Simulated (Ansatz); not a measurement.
CH3Cd, doublet, at a GFN2-xTB geometry (such geometries of metal compounds can be far from the true shape) (the spin is typed, not shown lowest) (core potentials on Cd); Ansatz (a first-principles code) with B3LYP/def2-SVP.

Input for Ansatz:
Ansatz 0.2 input:
```yaml
crystal:
  periodic: [false, false, false]
  atoms:
    - {symbol: Cd, position_ang: [-0.28454196, -0.18019620, -0.22455766]}
    - {symbol: C, position_ang: [1.43785842, 0.91057443, 1.13474344]}
    - {symbol: H, position_ang: [2.00020119, 0.13796806, 1.65532392]}
    - {symbol: H, position_ang: [0.94346545, 1.57074460, 1.84460609]}
    - {symbol: H, position_ang: [2.08719670, 1.47725855, 0.47037687]}
basis:
  gaussian:
    orbitals: def2-SVP
hamiltonian:
  xc: b3lyp
magnetization: {spin_polarized: false, initial_magnetization: 1}
```

What the program printed (banner, timings and long lists left out):

```
Functional definition: B3LYP
634 factors; integrals over basis functions are off by at most 8.5e-4 eV
mean field evaluation 1: about -5640.8264 eV, gradient 5.3e1 eV
mean field evaluation 2: about -5640.9433 eV, gradient 5.2e1 eV
mean field evaluation 4: about -5649.3473 eV, gradient 1.1e1 eV
mean field evaluation 8: about -5649.6826 eV, gradient 1.2e0 eV
mean field evaluation 16: about -5649.6897 eV, gradient 1.3e-3 eV
mean field evaluation 32: about -5629.7769 eV, gradient 2.8e1 eV
mean field -5649.68968448 eV, -207.6222664074 hartree, gradient 5.7e-6 eV, S^2 0.750000; 1 other end points of the search recorded, 0 dependent functions left out
reference -5649.68988213 eV, -207.6222736708 hartree; 15, 14 occupied and 45, 46 virtual orbitals, 634 factors
Total energy: -5649.68988213 eV, -207.6222736708 hartree
```
